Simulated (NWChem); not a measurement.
System: As, quartet

Computed with NWChem. Pople sets run with spherical d functions. Spin-unrestricted. No stability test was run on the SCF state.

**Question.** Taking PBE/6-311G** as the yardstick, which of these has the fewest basis functions while keeping “highest occupied level (eV)” within 0.1 eV of it: PBE/3-21G; PBE/STO-3G; PBE/6-31G*?

**Answer.** PBE/6-31G*.
```tsv
level	basis functions	highest occupied level (eV)
PBE/STO-3G	18	-2.16
PBE/3-21G	22	-5.60
PBE/6-31G*	32	-5.90
PBE/6-311G**	44	-5.90
```

The yardstick is one finite set, not the basis-set limit.
